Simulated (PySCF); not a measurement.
CH₃ClGa, doublet, geometry from GFN2-xTB (such geometries of metal compounds can be far from the true shape) (the spin is typed, not shown lowest).

The PySCF input:
```python
from pyscf import gto, scf, dft

mol = gto.Mole()
mol.atom = '''
    Ga    0.501768    0.313517    0.109440
    C    -0.421486    1.586176   -1.419512
    H    -1.349949    1.963541   -0.994626
    H    -0.632999    0.938123   -2.268130
    H     0.230507    2.404827   -1.710429
    Cl   -0.663144   -1.443681    0.593977
'''
mol.basis = 'def2-svp'
mol.charge = 0
mol.spin = 1
mol.verbose = 3
mol.build()

mf = dft.UKS(mol)
mf.xc = 'pbe0'
mf.kernel()
```

### Question
What does this run give for the Mulliken (on the basis functions themselves) charges in atom order, dipole moment, nuclear repulsion energy?

### Answer

```json
{
  "Mulliken (on the basis functions themselves) charges in atom order": "Ga1 0.38, C2 -0.34, H3 0.08, H4 0.08, H5 0.08, Cl6 -0.28",
  "dipole_moment": "2.13 D",
  "nuclear_repulsion_energy": "222.9730 Eh"
}
```

These values belong to the state on which the SCF converged, which isn't shown to be the lowest.
